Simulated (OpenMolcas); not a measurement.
**Multiplet structure of neutral rhodium**

```yaml
Program: OpenMolcas
Method: "SS-CASPT2, IPEA 0.25 Eh, imaginary shift 0.1 Eh (closed shells correlated: 4s 4p)"
Basis: ANO-RCC-VTZP [7s6p4d2f1g]
Scalar_Hamiltonian: DKH2, point nucleus
Active_space: 9 electrons in 6 orbitals (4d 5s)
State_averaging: 2S+1 = 4 even, 20 roots; 2S+1 = 2 even, 52 roots kept (CI in the orbitals of an earlier block)
Spin-orbit_coupling: RASSI with atomic mean-field integrals over the reference wave functions, term energies averaged over their components
```

Spin-free terms above the lowest, with the occupations of the reference:

| Configuration | Term | E (eV) | Occupations |
| --- | --- | --- | --- |
| 4d8 5s | 4F | 0.0000 | 4d 8.00 5s 1.00 |
| 4d8 5s | 2F | 0.565 | 4d 7.99 5s 1.01 |
| 4d8 5s | 2D | 0.989 | 4d 7.99 5s 1.01 |
| 4d8 5s | 4P | 1.098 | 4d 8.00 5s 1.00 |
| 4d7 5s2 | 4F | 1.306 | 4d 7.00 5s 2.00 |
| 4d8 5s | 2P | 1.430 | 4d 7.79 5s 1.21 |
| 4d8 5s | 2G | 1.824 | 4d 7.87 5s 1.13 |
| 4d7 5s2 | 4P | 2.473 | 4d 7.00 5s 2.00 |
| 4d7 5s2 | 2D | 2.708 | 4d 7.32 5s 1.68 |
| 4d7 5s2 | 2G | 2.889 | 4d 7.13 5s 1.87 |
| 4d7 5s2 | 2H | 3.272 | 4d 7.00 5s 2.00 |

With spin-orbit coupling, above the lowest level:

| Configuration | Term | J | E (eV) | Measured (eV) | g | Term weight % | Second |
| --- | --- | --- | --- | --- | --- | --- | --- |
| 4d8 5s | 4F | 9/2 | 0.0000 | 0.0000 | 1.333 | 100 |  |
| 4d8 5s | 4F | 7/2 | 0.1872 | 0.1897 | 1.231 | 92 | 7 2F |
| 4d8 5s | 4F | 5/2 | 0.359 | 0.3221 | 1.030 | 96 | 2 2D |
| 4d8 5s | 4F | 3/2 | 0.450 | 0.4306 | 0.434 | 92 | 8 2D |
| 4d8 5s | 2F | 7/2 | 0.676 | 0.7056 | 1.149 | 92 | 8 4F |
| 4d8 5s | 2F | 5/2 | 0.867 | 0.9660 | 1.025 | 61 | 30 2D |
| 4d8 5s | 4P | 5/2 | 1.134 |  | 1.289 | 50 | 31 2F |
| 4d8 5s | 2D | 3/2 | 1.159 |  | 0.993 | 62 | 15 4P |
| 4d7 5s2 | 4F | 9/2 | 1.279 |  | 1.328 | 97 |  |
| 4d8 5s | 4P | 3/2 | 1.411 |  | 1.595 | 84 | 12 2D |
| 4d8 5s | 4P | 1/2 | 1.442 |  | 2.651 | 99 |  |
| 4d8 5s | 2D | 5/2 | 1.467 |  | 1.335 | 48 | 41 4P |
| 4d7 5s2 | 4F | 7/2 | 1.523 |  | 1.236 | 99 |  |
| 4d8 5s | 2P | 3/2 | 1.674 |  | 1.243 | 81 | 16 2D |
| 4d7 5s2 | 4F | 5/2 | 1.679 |  | 1.040 | 95 | 2 4d8 5s 2D |
| 4d8 5s | 2P | 1/2 | 1.750 |  | 0.697 | 98 |  |
| 4d7 5s2 | 4F | 3/2 | 1.769 |  | 0.424 | 94 | 4 2D |
| 4d8 5s | 2G | 9/2 | 2.052 |  | 1.115 | 98 |  |
| 4d8 5s | 2G | 7/2 | 2.077 |  | 0.892 | 99 |  |
| 4d7 5s2 | 4P | 5/2 | 2.592 |  | 1.554 | 88 | 11 2D |
| 4d7 5s2 | 4P | 3/2 | 2.690 |  | 1.692 | 90 | 8 2P |
| 4d7 5s2 | 4P | 1/2 | 2.798 |  | 2.598 | 96 | 3 2P |
| 4d7 5s2 | 2D | 5/2 | 2.905 |  | 1.244 | 86 | 12 4P |
| 4d7 5s2 | 2G | 9/2 | 2.990 |  | 1.092 | 87 | 11 2H |
| 4d7 5s2 | 2D | 3/2 | 3.037 |  | 0.880 | 80 | 13 2P |
| 4d7 5s2 | 2G | 7/2 | 3.219 |  | 0.890 | 99 |  |
| 4d7 5s2 | 2H | 11/2 | 3.427 |  | 1.091 | 100 |  |

Against the 5 measured excited levels shown (NIST Handbook of Basic Atomic Spectroscopic Data) the mean absolute deviation is 300 cm-1; the largest miss in energy is 4d8 5s 2F 5/2 [61 %]: computed 0.867, measured 0.9660 eV (-10.2 %).

Spin-orbit coupling puts the lowest level 0.2266 eV below the lowest spin-free term.

For 4F the intervals divided by the larger J are -295.4, -394.9, -335.5 cm-1. Landé's interval rule makes them equal in pure LS coupling; they differ by 29 % of their mean. The multiplet is inverted.

CASPT2 breaks the degeneracy within a term, and the mean is taken; among the terms shown or strongly mixed into the levels shown the widest spread is 630 cm-1 (4d8 5s 4F). Terms from blocks run as CI alone lack orbitals of their own. Configurations are named by rounded mean occupations; where the s occupation lies near a half they are strongly mixed, a name can repeat and a true partner stay unpaired. A single d shell beside an s shell can misplace configurations of different d count against each other. No level of 4d9 was computed, though it lies in the active space. Computed and measured levels are paired by configuration, term and J; levels that our copy of the source lacks, or whose pairing is in doubt (as where it misses far off the trend of its configuration), stay unpaired and out of the deviations. Only configurations of the active space appear. The first state left out of the spin-orbit step lies near 36000 cm-1 above the lowest spin-free state of the reference (among the parities and spins computed), and the list stops at four fifths of that energy or lower.

The CASPT2 steps took 17 s on 1 thread of Intel(R) Xeon(R) 6975P-C (Granite Rapids), on a shared host; the integral step is not counted.

The term weight is that of the spin-free term in the level, not the purity of its configuration. A share in square brackets marks a mixed level and gives the weight of the term that names it.
